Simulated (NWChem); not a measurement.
A series in which one site is exchanged, each optimised at PBE0/def2-SVP with NWChem, gas phase unless a solvent is named. This build's default masses of Se (78.918 u) and Br (79.917 u) are each other's, which moves their modes by up to 0.6 %.

A: F[SiH](Cl)C (CH4ClFSi; site = Cl)
B: C[SiH](F)F (CH$_{4}$F$_{2}$Si; site = F)
C: C[SiH2]F (CH$_{5}$FSi; site = H)
D: F[SiH](Br)C (CH$_{4}$BrFSi; site = Br)

Values for A:

```
Item                                                          Value
------------------------------------------------------------  -----
highest harmonic frequency (cm⁻¹), PBE0/def2-SVP               3178
static polarisability, PBE/def2-SVPD (bohr³)                   53.9
lowest singlet excitation, PBE/def2-SVPD, TDA (eV)             7.38
SMD solvation free energy in water, PBE0/def2-SVP (kcal/mol)    0.0
```

### Question
How do these values change for the other members?

### Answer
```
change from A                                                     B      C      D
------------------------------------------------------------  -----  -----  -----
highest harmonic frequency (cm⁻¹), PBE0/def2-SVP                 -3     -5     +1
static polarisability, PBE/def2-SVPD (bohr³)                  -14.3  -12.0   +8.2
lowest singlet excitation, PBE/def2-SVPD, TDA (eV)            +0.69  +0.16  -0.62
SMD solvation free energy in water, PBE0/def2-SVP (kcal/mol)   -0.2   +0.8   -0.6
```
